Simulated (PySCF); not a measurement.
PySCF input for iodine monochloride anion (ClI), SMILES ICl (connectivity only; charge and spin as stated), charge -1, multiplicity 2, PBE-D3(BJ)/def2-TZVPD. Geometry optimised at PBE-D3(BJ)/def2-TZVPD. The multiplicity is an assumed one; other spin states were not compared. The def2 effective core potentials stand for the cores of I; spin–orbit coupling is left out.

```python
import numpy as np
from pyscf import gto, scf, dft, df
from pyscf.hessian import thermo

mol = gto.M(
    atom='''
    Cl    0.00000000    0.00000000   -2.22471969
    I     0.00000000    0.00000000    0.71358934
    ''',
    basis='def2-TZVPD',
    ecp={'I': 'def2-tzvp'},
    charge=-1,
    spin=1,
    max_memory=1600,
    verbose=3,
)
mf = dft.UKS(mol, xc='pbe').density_fit(auxbasis='def2-universal-jkfit')
mf.disp = 'd3bj'
mf.grids.level = 3
mf.conv_tol = 1e-11
mf.max_cycle = 100
mf.kernel()
fine, coarse = mf.grids, dft.Grids(mol).set(level=1).build(with_non0tab=True)
for _ in range(3):  # follow internal instabilities
    mf.grids = coarse
    mo, _, stable, _ = mf.stability(return_status=True, nroots=4)
    mf.grids = fine
    if stable:
        break
    mf.kernel(mf.make_rdm1(mo, mf.mo_occ))

# [left out here: the lines that compute and print the analytic Hessian (its translational invariance restored by hand, since the grid's response is missing), thermochemistry and intensities]
```

Log of the run:

```

WARN: HOMO -0.589015214611362 >= LUMO -0.58901521461138

converged SCF energy = -757.816470115854  <S^2> = 0.75180134  2S+1 = 2.0018005
<class 'pyscf.df.df_jk.DFUKS'> wavefunction is stable in the internal stability analysis

WARN: DFTD3 does not support analytical Hessian, using finite difference


WARN: Mole.unit (angstrom) is changed to Bohr

Mode                                 0
Irrep
Freq [cm^-1]                      152.2588
Reduced mass [au]                  42.0699
Force const [Dyne/A]                0.5746
Char temp [K]                     219.0666
Normal mode                   x     y     z
       0  Cl                 0.00  0.00 -0.15
       1   I                 0.00  0.00  0.04
temperature 298.1500 [K]
pressure 101325.00 [Pa]
Rotational constants [GHz] inf 2.11248 2.11248
Symmetry number 1
Zero-point energy (ZPE) 0.00035 [Eh]   910.710 [J/mol]
                           tot       elec      trans        rot        vib
Entropy [J/mol/K]       263.766      5.763    172.224     74.717     11.062
Cv [J/mol/K]             28.736      0.000     12.472      8.314      7.950
Cp [J/mol/K]             37.051      0.000     20.786      8.314      7.950
Internal energy [J/mol]                      3718.434   2478.956   2589.490
Internal energy [Eh]   -757.81312  -757.81647
Enthalpy [J/mol]                             6197.391   2478.956   2589.490
Enthalpy [Eh]          -757.81218
Gibbs free energy [J/mol]                  -45151.196 -19798.045   -708.553
Gibbs free energy [Eh] -757.84213
mode   freq/cm-1   IR/(km/mol)
   1      152.26        11.441
max |gradient| / (hartree/bohr): 0.00020141659635028046
APT charges: [-0.5945 -0.4057]
```

The calculation finished and met its thresholds.
